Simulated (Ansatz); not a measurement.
[WO3S]2- (WSO₃²⁻), relaxed as a singlet with RKS PBE-D4/def2-SVPD in Ansatz, starting from the GFN2-xTB (ALPB water) geometry. Force threshold 0.02 eV/Å.

In the def2 sets W takes a core potential; there is no spin–orbit coupling. A multiply charged anion in the gas phase is held together partly by the finite basis. Removing one electron lowers the energy by 0.66 eV at PBE0-D4/def2-TZVPD, so it isn't bound. The highest occupied level of the charge -2 singlet lies above zero (up to 3.48 eV). By energy differences it is unbound by 0.65 eV (vertical, to the charge -1 doublet, at LC-ωPBE (ω = 0.30 bohr⁻¹)/def2-TZVPD) and held by the finite basis. The relaxation made no stability test and no search for a lower SCF solution.

Start:

| atom | x (Å) | y (Å) | z (Å) |
| --- | --- | --- | --- |
| W1 | 0.105 | 0.051 | -0.099 |
| O2 | 1.674 | -0.089 | 0.694 |
| O3 | -0.002 | -0.969 | -1.534 |
| O4 | -0.307 | 1.729 | -0.450 |
| S5 | -1.470 | -0.722 | 1.389 |

```
        step  energy (eV)  largest force component (eV/Å)  SCF passes
           1  -18791.1993                           1.837          20
2 (rejected)  -18791.1627                           2.636          32
           3  -18791.3644                           0.139          27
           4  -18791.3652                           0.014          23
```

Force components are those of the run's own axes.

End:

```
atom    x (Å)    y (Å)    z (Å)
  W1   0.0598   0.0295  -0.0565
  O2   1.7032  -0.0701   0.6542
  O3   0.0370  -0.9441  -1.5624
  O4  -0.2658   1.7399  -0.4862
  S5  -1.5341  -0.7552   1.4509
```

By distances, no bond broke or formed. The bond that changes most is W1–O3, from 1.76 to 1.79 Å (atoms count from 1).

No frequencies were taken in this run, so the end may be a saddle point.

Hardware: 4 threads of Arm Neoverse V1 on a shared host. Wall time 4.3 s.
